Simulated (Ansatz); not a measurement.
Species: HgCl, charge 0, multiplicity 2. SMILES of the parent species: [Cl][Hg]

Atoms: Hg1, Cl2. Bonds: Hg1-Cl2.

Bond lengths (Å) and angles (degrees) optimised at HF/6-31G* with LANL2DZ past Ar with Ansatz (a program for electronic structure); PBE/6-31G* with LANL2DZ past Ar with Ansatz; B3LYP/LANL2DZ with Ansatz; B3LYP/6-31G* with LANL2DZ past Ar with Ansatz; MP2/6-31G* with LANL2DZ past Ar with Ansatz, each started from the B3LYP-D3(BJ)/def2-TZVP structure (Ansatz) of the last column. A row stands for all coordinates that are equal there. 6-31G* holds six Cartesian d functions.

```json
[
 {"coordinate": "Hg1-Cl2", "HF/6-31G* with LANL2DZ past Ar": "2.457", "PBE/6-31G* with LANL2DZ past Ar": "2.575", "B3LYP/LANL2DZ": "2.610", "B3LYP/6-31G* with LANL2DZ past Ar": "2.570", "MP2/6-31G* with LANL2DZ past Ar": "2.441", "B3LYP-D3(BJ)/def2-TZVP": "2.458"}
]
```

Mean signed difference of all 1 bond lengths from B3LYP-D3(BJ)/def2-TZVP: HF/6-31G* with LANL2DZ past Ar -0.002 Å, PBE/6-31G* with LANL2DZ past Ar 0.117 Å, B3LYP/LANL2DZ 0.152 Å, B3LYP/6-31G* with LANL2DZ past Ar 0.112 Å, MP2/6-31G* with LANL2DZ past Ar -0.017 Å.
